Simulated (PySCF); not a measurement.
B(F)(H)(SH) (BFH₂S), SMILES B(S)F. Geometry optimised at B3LYP-D3(BJ)/def2-TZVP. Other conformers were not sampled.

TDDFT-ωB97X/def2-SVPD in PySCF puts the lowest singlet excitations at 6.89, 6.94, 6.98, 8.23, 8.50, 9.19 eV.

Q: What are the lowest excitation roots from ADC(2)/aug-cc-pVDZ in PySCF? (An estimate is asked for; the answer gives what the named calculation found.)

A: 6.79, 6.81, 7.04, 7.91, 8.21, 8.45 eV. S1 differs by -0.10 eV (second minus first; roots are paired by order, and the bases may differ).
